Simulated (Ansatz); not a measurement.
Mulliken charges of Br2ClHSi (`Cl[SiH](Br)Br`) from ωB97M-V/def2-TZVPP in Ansatz (PBE0-D4/def2-TZVP geometry).

```json
{"atom": "Cl1", "x (Å)": "0.456", "y (Å)": "0.622", "z (Å)": "1.858", "charge (e)": "-0.155"}
{"atom": "Si2", "x (Å)": "0.014", "y (Å)": "-0.141", "z (Å)": "0.027", "charge (e)": "0.418"}
{"atom": "Br3", "x (Å)": "1.554", "y (Å)": "0.465", "z (Å)": "-1.418", "charge (e)": "-0.139"}
{"atom": "Br4", "x (Å)": "-1.955", "y (Å)": "0.589", "z (Å)": "-0.621", "charge (e)": "-0.139"}
{"atom": "H5", "x (Å)": "-0.019", "y (Å)": "-1.609", "z (Å)": "0.112", "charge (e)": "0.014"}
```

**Question.** By hand: the dipole of these point charges (1 e Å = 4.8032 D).

**Answer.** Σ q r = (-0.009, -0.324, 0.008) e Å, of length 0.324 e Å = 1.56 D.

**Question.** How does the dipole of the full density compare? (An estimate is asked.)

**Answer.** Computed: (-0.004, -0.145, 0.007) e Å, 0.70 D; the point charges give 2.23 times that, at 1° from its direction.

Point charges leave out the atoms' own dipoles, such as those of lone pairs, and Mulliken's split depends on the basis, so the two needn't agree.
